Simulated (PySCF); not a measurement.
`C=C[P@]1(=CC)C=CCC1`: 4 charge schemes on one density

Species: C₈H₁₃P.
Atom-mapped SMILES: `[CH2:1]=[CH:2][P@:3]1(=[CH:4][CH3:5])[CH:6]=[CH:7][CH2:8][CH2:9]1` (hydrogens: H10, H11 on C1; H12 on C2; H13 on C4; H14, H15, H16 on C5; H17 on C6; H18 on C7; H19, H20 on C8; H21, H22 on C9)

Cartesian coordinates in Å at the GFN2-xTB level; atoms count from 1:
```xyz
22
C8H13P angstrom
C     -1.416   -2.203    1.024
C     -0.958   -0.967    1.174
P     -0.324    0.088   -0.198
C     -1.110    1.364   -1.048
C     -1.521    2.575   -0.229
C      0.422   -1.070   -1.354
C      1.708   -1.246   -1.077
C      2.270   -0.514    0.104
C      1.304    0.626    0.459
H     -1.252   -2.752    0.110
H     -1.929   -2.728    1.814
H     -1.158   -0.412    2.088
H     -1.942    0.946   -1.623
H     -2.437    2.437    0.351
H     -1.690    3.409   -0.910
H     -0.723    2.856    0.460
H     -0.105   -1.519   -2.180
H      2.361   -1.899   -1.640
H      2.365   -1.215    0.939
H      3.269   -0.133   -0.114
H      1.288    0.836    1.529
H      1.569    1.539   -0.080
```

Density: PBE0/pcSseg-1 (PySCF); schemes: Mulliken, IAO, Hirshfeld and ESP-fitted. Geometry: GFN2-xTB, one conformer, isolated molecule.

Which atoms carry the lowest charge in the Mulliken, IAO, Hirshfeld and ESP-fitted schemes?

All schemes agree: Mulliken C4 (-0.498); IAO C4 (-0.703); Hirshfeld C4 (-0.248); ESP-fitted C4 (-0.816).

Do the Mulliken, IAO, Hirshfeld and ESP-fitted schemes agree on where the charge is highest?

All schemes agree: Mulliken P3 (+0.606); IAO P3 (+1.161); Hirshfeld P3 (+0.355); ESP-fitted P3 (+0.775).

At which atom do the 4 schemes differ most?

At P3: from +0.355 (Hirshfeld) to +1.161 e (IAO), 0.806 e apart.

Tabulate the Mulliken, IAO, Hirshfeld and ESP-fitted charges.

In e:

```
atom                     environment  Mulliken     IAO  Hirshfeld  ESP-fitted
  C1            terminal =CH2 carbon    -0.125  -0.292     -0.094      -0.462
  C2                alkene CH carbon    -0.382  -0.420     -0.108      -0.169
  P3        phosphorus bonded to 4 C    +0.606  +1.161     +0.355      +0.775
  C4     carbon bonded to C, P and H    -0.498  -0.703     -0.248      -0.816
  C5                   methyl carbon    -0.274  -0.408     -0.139      -0.056
  C6                alkene CH carbon    -0.292  -0.390     -0.093      -0.779
  C7                alkene CH carbon    -0.105  -0.115     -0.023      +0.226
  C8                  allylic carbon    -0.168  -0.265     -0.065      -0.388
  C9  sp3 carbon bound to phosphorus    -0.398  -0.477     -0.106      -0.115
 H10                vinylic hydrogen    +0.121  +0.148     +0.040      +0.220
 H11                vinylic hydrogen    +0.124  +0.154     +0.050      +0.193
 H12                vinylic hydrogen    +0.132  +0.151     +0.044      +0.133
 H13                  hydrogen on C4    +0.107  +0.129     +0.008      +0.248
 H14                 methyl hydrogen    +0.103  +0.118     +0.021      +0.023
 H15                 methyl hydrogen    +0.120  +0.145     +0.034      +0.091
 H16                 methyl hydrogen    +0.097  +0.123     +0.027      +0.011
 H17                vinylic hydrogen    +0.118  +0.168     +0.058      +0.312
 H18                vinylic hydrogen    +0.106  +0.154     +0.054      +0.085
 H19              methylene hydrogen    +0.146  +0.152     +0.043      +0.139
 H20              methylene hydrogen    +0.142  +0.151     +0.049      +0.136
 H21              methylene hydrogen    +0.148  +0.151     +0.045      +0.071
 H22              methylene hydrogen    +0.168  +0.166     +0.048      +0.123
```

Mean size of the charges over all atoms: IAO 0.279 e, ESP-fitted 0.253 e, Mulliken 0.204 e, Hirshfeld 0.080 e. Each set sums to the total charge, 0, to within 0.001 e. The ESP scheme is a least-squares fit of atom-centred charges to the potential on four shells outside the van der Waals surface, with the total charge fixed. The Hirshfeld scheme divides the density at each point in proportion to the densities of the neutral, spherically averaged free atoms.

How closely do the schemes follow one another over all atoms?

Correlation coefficient and root-mean-square difference: IAO with Hirshfeld 0.99, 0.260 e; Mulliken with IAO 0.98, 0.140 e; Mulliken with Hirshfeld 0.95, 0.145 e; IAO with ESP-fitted 0.85, 0.199 e; Hirshfeld with ESP-fitted 0.85, 0.261 e; Mulliken with ESP-fitted 0.82, 0.203 e.

How many electrons does the IAO scheme count on C7?

Z − q = 6 − (-0.115) = 6.115.

These values come from a run that also computed NMR shieldings. On Arm Neoverse V2, one thread, no GPU, on a shared host, this took 44 s.
